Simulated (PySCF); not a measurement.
CH4MgOS, SMILES [S](C)[Mg][OH].

Coordinates come from a PBE0-D3(BJ)/def2-SVP optimisation. One conformer was computed; it need not be the lowest.

Level of theory: PySCF with PBE0/def2-TZVPD.

Symmetry labels are those of the subgroup Cs that the program uses (full group Cs).

Computed valence orbital energies around the gap with their symmetry:
```tsv
orbital	symmetry	energy (eV)
HOMO−7	A'	-12.95
HOMO−6	A'	-11.86
HOMO−5	A"	-11.81
HOMO−4	A'	-9.99
HOMO−3	A'	-8.13
HOMO−2	A"	-8.12
HOMO−1	A'	-7.42
HOMO	A"	-6.50
LUMO	A'	-1.22
LUMO+1	A'	-0.42
LUMO+2	A"	0.15
LUMO+3	A'	0.53
```
